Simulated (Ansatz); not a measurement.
`CO[Si](N)(F)[SiH3]` + `C[O][Sc]([F])[F]` → `[F][Sc]([F])[O][SiH3]` + `CO[Si](C)(N)F`  (redistribution)

Computed with Ansatz on PBE0-D4/def2-TZVP structures; ΔE is electronic, products minus reactants. CCSD(T)/CBS adds triple-zeta CCSD(T) − MP2 to the extrapolated MP2 energy (def2 sets, frozen cores). For Sc outer-core shells are correlated without core-valence functions, which leaves a few kJ/mol of doubt a bond. Scalar relativity is left out up to krypton. Each species was taken in one conformer, which may not be the lowest.

```
                species  CCSD(T)/CBS(def2) energy (Eh)
   `CO[Si](N)(F)[SiH3]`                     -850.83223
     `C[O][Sc]([F])[F]`                    -1075.01863
`[F][Sc]([F])[O][SiH3]`                    -1326.09908
        `CO[Si](C)(N)F`                     -599.83662
```

Q: Work out ΔE.

A: ΔE = (-1326.09908) + (-599.83662) − (-850.83223) − (-1075.01863) = -0.08484 Eh = -53.2 kcal/mol.

Largest T1 diagnostic among the species: 0.016.

From PBE to PBE0 (25 % exact exchange), in def2-TZVPP and without D4, ΔE moves by −3.4 kcal/mol. In def2-TZVPP, CCSD(T) changes the Hartree–Fock value by +3.8 kcal/mol (the triples alone add +0.8 kcal/mol) and MP2 by +0.8 kcal/mol.
